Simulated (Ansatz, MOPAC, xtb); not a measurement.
Spectroscopic constants of BeC+, multiplicity 4 (lowest of 2S+1 = 2, 4 at CCSD(T)/def2-TZVPP on PBE0 minima; our sources give no spin for the ground state, which may be another).

Constants: fifth-degree fit in 1/R to seven points, most abundant isotopes. In def2 and cc sets the state is the lowest found near the PBE0 minimum, followed along R.

Run with Ansatz (Gaussian orbitals); MOPAC for PM3, PM6 (differences of heats of formation); xtb for the GFN methods.  The GFN methods have no spin term and hold the electronic entropy of 300 K.

| level | r_e (Å) | ω_e (cm⁻¹) | B_e (cm⁻¹) | ω_e x_e (cm⁻¹) |
|---|---|---|---|---|
| PM3 | 1.538 | 1172 | 1.38 | 16 |
| PM6 | 1.617 | 1633 | 1.25 | 12 |
| GFN1-xTB | 1.567 | 1115 | 1.33 | 11 |
| GFN2-xTB | 1.582 | 1060 | 1.31 | 8.2 |
| SVWN5/def2-TZVPP | 1.587 | 1092 | 1.30 | 8.5 |
| PBE/def2-TZVPP | 1.597 | 1073 | 1.28 | 8.9 |
| r2SCAN/def2-TZVPP | 1.588 | 1109 | 1.30 | 8.8 |
| B97M-V/def2-TZVPP | 1.590 | 1090 | 1.30 | 8.8 |
| B3LYP/def2-TZVPP | 1.582 | 1104 | 1.31 | 9.3 |
| PBE0/def2-TZVPP | 1.581 | 1126 | 1.31 | 8.7 |
| BHLYP/def2-TZVPP | 1.567 | 1155 | 1.33 | 9.1 |
| CAM-B3LYP/def2-TZVPP | 1.573 | 1136 | 1.32 | 8.7 |
| wB97X-V/def2-TZVPP | 1.582 | 1131 | 1.31 | 8.3 |
| wB97M-V/def2-TZVPP | 1.580 | 1132 | 1.31 | 8.5 |
| B2PLYP/def2-TZVPP | 1.581 | 1115 | 1.31 | 8.9 |
| CCSD/aug-cc-pVTZ | 1.579 | 1138 | 1.31 | 8.4 |
| CCSD/def2-TZVPP | 1.585 | 1122 | 1.30 | 8.5 |
| CCSD/aug-cc-pVQZ | 1.574 | 1147 | 1.32 | 8.4 |
| CCSD/def2-QZVPP | 1.571 | 1151 | 1.33 | 8.5 |
| CCSD(T)/aug-cc-pVTZ | 1.584 | 1122 | 1.31 | 8.5 |
| CCSD(T)/def2-TZVPP | 1.589 | 1106 | 1.30 | 8.6 |
| CCSD(T)/aug-cc-pVQZ | 1.578 | 1132 | 1.32 | 8.5 |
| CCSD(T)/def2-QZVPP | 1.576 | 1135 | 1.32 | 8.6 |
| CCSD(T)/CBS(aug-cc-pVTZ, aug-cc-pVQZ) | 1.576 | 1137 | 1.32 | 8.5 |

Correlated levels freeze the inner cores; with def2 sets outer-core shells near the valence are correlated too. CBS(a, b) extrapolates the correlation energy as X⁻³ and adds the Hartree–Fock energy of set b. The state that PM3, PM6 reach isn't checked.

Ansatz is a program for electronic structure.
